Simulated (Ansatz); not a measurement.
Species: ZnI, net charge 1, singlet state. SMILES: [Zn+][I]
Geometry from a B3LYP-D3(BJ)/def2-TZVP (Ansatz, an electronic-structure program) optimisation:
```xyz
2

Zn     0.0000     0.0000    -1.5361
I      0.0000     0.0000     0.8695
```
Charge +1, spin multiplicity 1.

Wanted: vertical ionisation energy to the doublet, in eV. Conventions: spin-orbit terms left out; UHF or UKS for open shells; each state is the SCF solution reached for its charge and spin; LANL2DZ with its own core potentials from Na on; def2 sets with scalar-relativistic core potentials past Kr. First-principles rows: single points at B3LYP-D3(BJ) geometries (Ansatz). The spin state of an ion or metal species was assumed, not searched.

| species | coefficient | E at B3LYP/LANL2DZ (Ansatz), Eh | E at wB97X-V/def2-TZVPD (Ansatz), Eh |
|---|---|---|---|
| charge 2, doublet | +1 | -76.10799 | -2076.07065 |
| charge 1, singlet | -1 | -76.68309 | -2076.63659 |

 1 Eh = 27.2114 eV.

**Question.** Work the quantity out at each level.

**Answer.** 
- B3LYP/LANL2DZ: the sum of coefficient times E is 0.57510 Eh, or 15.649 eV. Result: 15.65 eV.
- wB97X-V/def2-TZVPD: the sum of coefficient times E is 0.56594 Eh, or 15.400 eV. Result: 15.40 eV.
